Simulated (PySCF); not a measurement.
Isomers of C5H5NO. Computed with TDDFT CAM-B3LYP/def2-SVPD, vertical, gas phase, core orbitals frozen in the response in PySCF. Geometries: GFN2-xTB; one conformer of each isolated species. Triplets are in the Tamm–Dancoff approximation.

A. `[H]/N=C\c1ccco1`
B. `OC1=CC=NC=C1`
C. `o1ccc(N=C)c1`
D. `Oc1ccccn1`

Lowest singlet levels (six at most, fewer where fewer were computed) with oscillator strengths:

1. 5.25 eV (f 0.077); 5.59 eV (f 0.004); 6.23 eV (f 0.000); 6.25 eV (f 0.092); 6.82 eV (f 0.004); 7.17 eV (f 0.001); T1 4.09 eV
2. 5.33 eV (f 0.000); 5.47 eV (f 0.004); 5.62 eV (f 0.001); 6.29 eV (f 0.011); 6.59 eV (f 0.000); 7.03 eV (f 0.404); T1 4.32 eV
3. 4.72 eV (f 0.003); 5.06 eV (f 0.393); 6.42 eV (f 0.004); 6.59 eV (f 0.003); 7.09 eV (f 0.111); 7.14 eV (f 0.011); T1 3.11 eV
4. 4.38 eV (f 0.041); 5.33 eV (f 0.034); 6.16 eV (f 0.019); 6.43 eV (f 0.189); 6.49 eV (f 0.193); 6.99 eV (f 0.027); T1 3.28 eV

**Question.** Match each spectrum to its molecule.

**Answer.** 1 = D, 2 = B, 3 = A, 4 = C.
- A: S1 at 4.72 eV, HOMO-1→LUMO (93%); Löwdin shares by element: HOMO carbon 57% or more, nitrogen 14% (atoms not listed hold the other 29%); LUMO carbon 45% or more, nitrogen 22% (atoms not listed hold the other 33%); HOMO -8.10 and LUMO -0.39 eV; point group Cs.
- B: S1 at 5.33 eV, HOMO-1→LUMO (97%); Löwdin shares by element: HOMO carbon 34% or more, oxygen 22%, nitrogen 19% (atoms not listed hold the other 25%); LUMO carbon 72% or more (atoms not listed hold the other 28%); HOMO -8.76 and LUMO 0.53 eV; point group Cs, 2 of its 6 listed states under f = 0.0005.
- C: S1 at 4.38 eV, HOMO→LUMO (51%), HOMO-1→LUMO (31%), HOMO-2→LUMO (13%); Löwdin shares by element: HOMO carbon 62% or more, nitrogen 12% (atoms not listed hold the other 26%); LUMO carbon 49% or more, nitrogen 26% (atoms not listed hold the other 25%); HOMO -7.82 and LUMO 0.02 eV.
- D: S1 at 5.25 eV, HOMO→LUMO (88%), HOMO-2→LUMO+1 (10%); Löwdin shares by element: HOMO carbon 51% or more, oxygen 18% (atoms not listed hold the other 31%); LUMO carbon 56% or more, nitrogen 19% (atoms not listed hold the other 25%); HOMO -8.23 and LUMO 0.25 eV; point group Cs, 1 of its 6 listed states under f = 0.0005.
B and D have S1 within 0.09 eV of each other; their strongest listed levels stand at 7.03 eV (f 0.404) and 6.25 eV (f 0.092).
